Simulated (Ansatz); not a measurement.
Input file for Cl$_{2}$H$_{4}$OSi$_{2}$, SMILES `O[SiH2][SiH](Cl)Cl`:

```yaml
crystal:
  periodic: [false, false, false]
  atoms:
    - {symbol: O, position_ang: [-0.674315, 0.687968, 1.846880]}
    - {symbol: Si, position_ang: [0.587570, 0.168934, 0.923167]}
    - {symbol: Si, position_ang: [-0.104590, -0.059238, -1.306756]}
    - {symbol: Cl, position_ang: [1.265955, -1.165956, -2.359970]}
    - {symbol: Cl, position_ang: [-1.901976, -1.072221, -1.239188]}
    - {symbol: H, position_ang: [-1.490687, 0.187039, 1.795407]}
    - {symbol: H, position_ang: [1.654981, 1.188745, 1.054327]}
    - {symbol: H, position_ang: [1.102014, -1.162228, 1.347778]}
    - {symbol: H, position_ang: [-0.350255, 1.180458, -2.078745]}
basis:
  gaussian: {orbitals: def2-SVP}
correlation: {method: ccsd_t}
```

```sh
$ ansatz run in.yaml --threads 4 --pin off --events-out ev --progress --plain
```

The program prints (abridged):

```
Functional definition: HF
  name "HF"
  cite "Fock, Z. Phys. 61, 126 (1930) doi:10.1007/BF01340294"
  parent pbe
  exchange = exact_x
  correlation = 0
986 factors; integrals over basis functions are off by at most 1.1e-3 eV
mean field evaluation 1: about -42818.5557 eV, gradient 3.5e1 eV
mean field evaluation 2: about -42818.5581 eV, gradient 3.5e1 eV
mean field evaluation 4: about -42821.5058 eV, gradient 2.8e0 eV
mean field evaluation 8: about -42821.5384 eV, gradient 1.1e-4 eV
mean field -42821.53835068 eV, -1573.6625089063 hartree, gradient 2.1e-6 eV, S^2 0.000000; 0 other end points of the search recorded, 0 dependent functions left out
21 core orbitals not correlated: weight in the atoms' cores, before any rotation towards them, 1.000 or more for the frozen orbitals, at most 0.000 for the correlated occupied ones
reference -42821.53835068 eV, -1573.6625089063 hartree; 16, 16 occupied and 69, 69 virtual orbitals, 986 factors
second order -17.39571112 eV of doubles, -0.00000000 eV of singles
cycle   1  -18.41260923 eV  change    -1.0e0 eV  update   9.4e-2
cycle   2  -18.85157749 eV  change   -4.4e-1 eV  update   2.7e-2
cycle   3  -18.94038702 eV  change   -8.9e-2 eV  update   1.3e-2
cycle   4  -18.93729834 eV  change    3.1e-3 eV  update   2.9e-3
cycle   5  -18.93583402 eV  change    1.5e-3 eV  update   1.2e-3
cycle   6  -18.93581898 eV  change    1.5e-5 eV  update   3.6e-4
cycle   7  -18.93569916 eV  change    1.2e-4 eV  update   1.3e-4
cycle   8  -18.93567809 eV  change    2.1e-5 eV  update   4.8e-5
cycle   9  -18.93569559 eV  change   -1.7e-5 eV  update   1.8e-5
perturbative correction -0.42838451 eV, -0.0157428402 hartree
Total energy: -42840.90243078 eV, -1574.3741257244 hartree
```

Hardware: 4 threads of a server CPU on a shared host. Wall time 4 s, peak host memory 0.39 GiB.

The correlation energy is -19.364 eV, 2.2 % of it from (T); the T1 diagnostic reads 0.0106.
